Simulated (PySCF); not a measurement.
# Bond lengths and vibrations by method: AlH3NSi cation

These are calculations, not measurements. They come from PySCF 2.14.0, an open-source quantum chemistry program, on an isolated molecule that a program drew, which may never have been made. The molecule is AlH3NSi cation (charge +1, singlet), drawn as the SMILES string `[AlH+][N]=[SiH2]`.

The geometry was optimised and harmonic frequencies were computed with HF and MP2, all in the cc-pV(D+d)Z basis, for the commonest isotopes, with a restricted reference for singlets and an unrestricted one otherwise, and a frozen core in MP2. Each result is a local minimum of its method.

Geometry at the HF minimum:
```xyz
6
AlH3NSi cation, angstrom
Al   -0.0336    2.4625   -1.3220
N    -0.6309    1.0631   -1.9945
Si   -1.1976   -0.2773   -2.6349
H     0.5180    3.7567   -0.6991
H    -0.3255   -1.3849   -3.0273
H    -2.6263   -0.4868   -2.8716
```

Lengths of the bonds as drawn, in Å (atoms numbered as above):
| bond | HF | MP2 |
|---|---|---|
| Al1-N2 | 1.664 | 1.690 |
| N2-Si3 | 1.590 | 1.616 |
| Al1-H4 | 1.539 | 1.544 |
| Si3-H5 | 1.463 | 1.469 |
| Si3-H6 | 1.463 | 1.469 |

Rotational constants, in GHz:
```
constant     HF    MP2
       A  163.7  160.4
       B  3.025  2.936
       C  2.971  2.884
```

Harmonic frequencies in cm^-1, each column in rising order, so a row needn't be the same motion in every method:
```
rank    HF   MP2
   1   134    86
   2   162   129
   3   465   420
   4   474   435
   5   665   614
   6   751   701
   7   797   729
   8  1076  1017
   9  1437     ?
  10  2177  2126
  11  2411  2349
  12  2434  2384
```

**Estimate the missing MP2 frequency from the HF column.**

A single factor s that minimises the squared misfit of MP2 against s times HF over the other rows is sum(HF x MP2) / sum(HF^2) = 0.9685, with an rms misfit of 29 cm^-1. For rank 9 it gives 0.9685 x 1437 = 1392 cm^-1. The calculation gives 1355 cm^-1, 37 cm^-1 below the estimate. The drawn bonds are on average 0.9 % longer in MP2 than in HF.
